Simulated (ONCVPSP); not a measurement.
# Mo: excitation energies, all-electron against ONCV

- Element: molybdenum (Mo)
- Generator: ONCVPSP 4.0.1
- Type: optimised norm-conserving Vanderbilt (ONCV)
- Functional: LDA (Perdew-Wang 92)
- Relativity: scalar-relativistic
- Frozen core: [Kr]
- Valence charge: 6
- Reference configuration: 4d5 5s0.75 5p0.25
- Partial waves: 5s: rc 2.90 bohr, ncon 4, nbas 9, qcut 2.4 1/bohr, 2 projectors, debl 2.1 Ha; 5p: rc 3.35 bohr, ncon 4, nbas 8, qcut 2.9 1/bohr, 2 projectors, debl 0.7 Ha; 4d: rc 2.55 bohr, ncon 4, nbas 8, qcut 6.7 1/bohr, 1 projector
- Local potential: polynomial inside 1.65 bohr (lpopt 3, dvloc0 0 Ha)
- Core correction: polynomial model core, fcfact 0.7

Energies are relative to the spin-unpolarised reference configuration 4d5 5s0.75 5p0.25; without spin polarisation the order of configurations can differ from experiment. Not all tests gave a result: 1 of 4 tests not solved or not reliable.

```csv
valence configuration,charge,ΔE all-electron (eV),error AE − PS (meV)
4d5 5s1 5p0,0,-0.793,0.0
4d5 5s0 5p0,+1,6.385,-9.7
4d4 5s1 5p1,0,2.970,-67
```

Levels in the configuration 4d4 5s1 5p1:

```csv
level,all-electron (eV),pseudo (eV)
4d,-7.061,-7.206
5s,-5.940,-5.936
5p,-2.223,-2.202
```

Note: no bound ghost flagged; GHOST(+) flagged for s at 17.9 eV, p at 29.5 eV.
